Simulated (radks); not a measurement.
Results of a calculation; reference values are marked as such.
These are the eigenvalues of the occupied orbitals of an atom or ion with whole-number occupations (Ry). Code: a radial shooting solver on a logarithmic mesh with Libxc functionals. Model: Dirac Kohn-Sham, Wu-Cohen GGA, spin-unpolarised, spherical densities, finite nucleus; Fermi nuclear charge, rms radius of each element as measured or else 0.836 A^(1/3) + 0.57 fm.

1s1/2: -1381.490
2s1/2: -193.1957
2p1/2: -177.3481
2p3/2: -170.3074
3s1/2: -32.21937
3p1/2: -26.24871
3p3/2: -25.10817
3d3/2: -14.54753
3d5/2: -14.33523
4s1/2: -4.28829
4p1/2: -2.64037
4p3/2: -2.48513
5s1/2: -0.29507
4d3/2: -0.23094
4d5/2: -0.21955

Which element is it, and in what charge state? The configuration may be excited. Open shells, if any, are shared by 2j + 1.

Answer. Z = 41, niobium, charge 0: Nb in [Kr] 4d4 5s1. The list shows which subshells hold electrons but not how many an open one holds; the 1s level, -690.75 hartree, gives Z - s = 37.2 by -(Z - s)^2/2, which with screening and relativity narrows Z to a few neighbours, and the depths of the outer levels then fix element, charge and occupations together.
